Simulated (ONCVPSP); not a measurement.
Sr ONCV: all-electron and pseudo phase curves

ONCVPSP 4.0.1 input, shortened (lines: element, Z, core and valence counts, functional; n l f; lmax; l rc ep ncon nbas qcut; lloc lpopt rc5 dvloc0; l nproj debl; icmod fcfact rcfact), PBEsol, fully relativistic:

```
  Sr 38.00    6    3  -116133      upf
    1    0    2.00
    2    0    2.00
    2    1    6.00
    3    0    2.00
    3    1    6.00
    3    2   10.00
    4    0    2.00
    4    1    6.00
    5    0    0.50
    3
    0    2.55    0.00    4    7    5.60
    1    2.50    0.00    3    6    5.30
    2    2.50    0.10    4    8    3.60
    3    2.70    0.26    4    7    4.20
    4    2    2.05    6.00
    0    2    2.80
    1    2    3.70
    2    2    1.50
    3    1    3.50
    0    0.00    0.00
```

Open shells are filled in proportion to 2j + 1.

In the d channel the program set the typed energies aside and used 0.050, 1.550 Ha (j = l + 1/2; the other j can differ).

The phase is arctan(r·R′/R) of the radial function R(r), unwrapped; energies in Ha, scanned from -3 to 5 Ha. A pole is an energy at which the radial function vanishes at the test radius. The pseudo phase is shifted by a multiple of π to meet the all-electron one at the reference energy, and phase errors are pseudo minus all-electron; the curves can meet again beyond the range given. Levels narrower than the energy grid can be missing from the lists of poles.

Question: For each channel, where are the poles, and over which energies does the pseudopotential scatter like the atom?

Answer:

```
channel  radius (bohr)  reference energy (Ha)  poles, all-electron  poles, pseudo  unbroken range about the reference energy with phases within 0.05 rad  phase error 1 Ha above the reference energy (rad)
      s           2.59                  -0.40          -1.79, 1.70    -1.79, 1.71                                                              below 3.6                                             +0.000
   p3/2           2.53                  -1.19          -0.99, 2.58    -0.99, 2.58                                                        the whole range                                             -0.002
   p1/2           2.53                  -1.23          -1.05, 2.49    -1.05, 2.49                                                              below 4.7                                             -0.001
   d5/2           2.53                   0.05           0.23, 3.68     0.23, 3.77                                                              below 4.9                                             +0.001
   d3/2           2.53                   0.05           0.21, 3.66     0.22, 3.78                                                              below 4.8                                             +0.001
   f7/2           2.74                   0.26           1.21, 3.90           1.27                                                              below 1.5                                             +0.024
   f5/2           2.74                   0.26           1.21, 3.90           1.30                                                              below 1.4                                             +0.032
```

Phases in the f5/2 channel:

```
E (Ha)  all-electron  pseudo
 -2.98         1.397   1.397
 -2.76         1.389   1.389
 -2.54         1.380   1.380
 -2.32         1.370   1.370
 -2.10         1.358   1.358
 -1.88         1.344   1.344
 -1.66         1.327   1.327
 -1.44         1.306   1.306
 -1.22         1.279   1.280
 -1.00         1.243   1.244
 -0.78         1.193   1.194
 -0.56         1.118   1.119
 -0.34         0.990   0.991
 -0.12         0.736   0.737
  0.10         0.151   0.152
  0.32        -0.690  -0.684
  0.54        -1.150  -1.140
  0.76        -1.360  -1.347
  0.98        -1.481  -1.462
  1.20        -1.569  -1.540
  1.42        -1.649  -1.603
  1.64        -1.744  -1.662
  1.86        -1.901  -1.727
  2.08        -2.318  -1.811
  2.30        -3.587  -1.945
  2.52        -4.256  -2.219
  2.74        -4.455  -2.914
  2.96        -4.548  -3.823
  3.18        -4.605  -4.221
  3.40        -4.645  -4.389
  3.62        -4.677  -4.479
  3.84        -4.705  -4.536
  4.06        -4.732  -4.575
  4.28        -4.759  -4.605
  4.50        -4.791  -4.628
  4.72        -4.830  -4.647
  4.94        -4.888  -4.664
```
